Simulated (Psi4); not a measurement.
hydrogen chloride (HCl), singlet, at a GFN2-xTB geometry; CCSD(T)/def2-SVP (Psi4 1.11).

The Psi4 input:
```
memory 2 GB

molecule {
0 1
Cl   -0.00000000   -0.00000000   -0.07094563
H     0.00000000    0.00000000    1.20607566
}

set {
  basis def2-svp
}

energy('ccsd(t)')
print_variables()
```

It wrote (shortened):

```
   => Loading Basis Set <=

    Name: DEF2-SVP
    Role: ORBITAL
    Keyword: BASIS

         ---------------------------------------------------------
                                   SCF
               by Justin Turney, Rob Parrish, Andy Simmonett
                          and Daniel G. A. Smith
                              RHF Reference
         ---------------------------------------------------------

  ==> Geometry <==

    Molecular point group: c2v
    Full point group: C_inf_v

    Geometry (in Angstrom), charge = 0, multiplicity = 1:

       Center              X                  Y                   Z               Mass
    ------------   -----------------  -----------------  -----------------  -----------------
         CL           0.000000000000     0.000000000000    -0.035773565113    34.968852682000
         H            0.000000000000     0.000000000000     1.241247724887     1.007825032230

  Running in c2v symmetry.

  Rotational constants: A = ************  B =     10.55249  C =     10.55249 [cm^-1]
  Rotational constants: A = ************  B = 316355.54790  C = 316355.54790 [MHz]
  Nuclear repulsion =    7.044528272030610

  Charge       = 0
  Multiplicity = 1
  Electrons    = 18
  Nalpha       = 9
  Nbeta        = 9

  ==> Algorithm <==

  SCF Algorithm Type is PK.
  DIIS enabled.
  MOM disabled.
  Fractional occupation disabled.
  Guess Type is SAD.
  Energy threshold   = 1.00e-08
  Density threshold  = 1.00e-08
  Integral threshold = 1.00e-12

  ==> Primary Basis <==

  Basis Set: DEF2-SVP
    Blend: DEF2-SVP
    Number of shells: 11
    Number of basis functions: 23
    Number of Cartesian functions: 24
    Spherical Harmonics?: true
    Max angular momentum: 2

  ==> Integral Setup <==

  Using in-core PK algorithm.
   Calculation information:
      Number of atoms:                   2
      Number of AO shells:              11
      Number of primitives:             23
      Number of atomic orbitals:        24
      Number of basis functions:        23

      Integral cutoff                 1.00e-12
      Number of threads:                 1

  Performing in-core PK
  Using 76452 doubles for integral storage.
  We computed 2211 shell quartets total.
  Whereas there are 2211 unique shell quartets.

  ==> DiskJK: Disk-Based J/K Matrices <==

    J tasked:                  Yes
    K tasked:                  Yes
    wK tasked:                  No
    Schwarz Cutoff:          1E-12

[...]
  @RHF Final Energy:  -459.93827401570348
    Total Energy =                       -459.9382740157035414
[...]
              4   0         0.0016492939

    Largest TIjAb Amplitudes:
      4   4   1   1        -0.0509659977
      4   4   0   0        -0.0490693165
      6   6   8   8        -0.0345722366
      8   8  11  11        -0.0345722366
      6   6   3   3        -0.0345361729
      6   6   7   7        -0.0345361729
      8   8   3   3        -0.0345361729
      8   8   7   7        -0.0345361729
      4   4   0   1         0.0329416620
      4   4   1   0         0.0329416620

    SCF energy       (wfn)                    = -459.938274015703485
    Reference energy (file100)                = -459.938274015703257

    Opposite-spin MP2 correlation energy      =   -0.115561148690815
    Same-spin MP2 correlation energy          =   -0.038360057630691
    Singles MP2 correlation energy            =   -0.000000000000000
    MP2 correlation energy                    =   -0.153921206321506
      * MP2 total energy                      = -460.092195222024770

    Opposite-spin CCSD correlation energy     =   -0.132398431358918
    Same-spin CCSD correlation energy         =   -0.037193673008285
    Singles CCSD correlation energy           =    0.000000000000000
    CCSD correlation energy                   =   -0.169592104367203
      * CCSD total energy                     = -460.107866120070469

            **************************
            *                        *
            *        CCTRIPLES       *
            *                        *
            **************************

    Wave function   =    CCSD_T
    Reference wfn   =      RHF

    Nuclear Rep. energy (wfn)                =    7.044528272030610
    SCF energy          (wfn)                = -459.938274015703485
    Reference energy    (file100)            = -459.938274015703257
    CCSD energy         (file100)            =   -0.169592104367203
    Total CCSD energy   (file100)            = -460.107866120070469

    Number of ijk index combinations:              165
    Approx. words needed per explicit thread:            1372
    Number of threads for explicit ijk threading:    1

    MKL num_threads set to 1 for explicit threading.

    (T) energy                                =   -0.002444552937155
      * CCSD(T) total energy                  = -460.110310673007632

  Variable Map:
  ----------------------------------------------------------------------------
[...]
  Array Variable Map:
  ----------------------------------------------------------------------------
[...]
[...]
```
